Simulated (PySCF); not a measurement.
Te(OMe)(GeH3) (CH₆GeOTe), SMILES CO[Te][GeH3].

The structure is a stationary point at PBE-D3(BJ)/def2-SVP. The structure was generated by enumeration, and PubChem lists no compound with its InChIKey, so it may never have been made. The def2 effective core potentials stand for the cores of Te; spin–orbit coupling is left out. Other conformers were not sampled.

Level of theory: PySCF with TDDFT-ωB97X/def2-SVPD.

Vertical excitations. 

Q: Estimate the UV-visible absorptions. (The exact figures need the calculation; the answer reports its results.)

A: 
```tsv
state	energy (eV)	λ (nm)	f	main pairs
S1	2.77	447	0.001	HOMO→LUMO 97 %
S2	4.11	301	0.003	HOMO−1→LUMO 93 %
S3	4.56	272	0.007	HOMO→LUMO+1 91 %
S4	5.80	214	0.029	HOMO−3→LUMO 53 %, HOMO−2→LUMO 38 %
S5	6.12	203	0.095	HOMO→LUMO+2 87 %
S6	6.23	199	0.154	HOMO−1→LUMO+1 56 %, HOMO−2→LUMO 13 %, HOMO→LUMO+6 11 %
S7	6.27	198	0.159	HOMO−2→LUMO 36 %, HOMO−3→LUMO 28 %, HOMO−1→LUMO+1 17 %
S8	6.93	179	0.046	HOMO→LUMO+3 38 %, HOMO→LUMO+7 35 %
S9	6.98	178	0.240	HOMO→LUMO+6 65 %, HOMO−1→LUMO+1 11 %
S10	7.08	175	0.059	HOMO→LUMO+4 85 %
T1	2.15	578	0	HOMO→LUMO 94 %
T2	3.56	348	0	HOMO−1→LUMO 92 %
T3	4.04	307	0	HOMO→LUMO+1 86 %
T4	4.77	260	0	HOMO−2→LUMO 85 %
```
Triplets are in the Tamm–Dancoff approximation, which puts them higher than full response would, so one can lie above its singlet here.
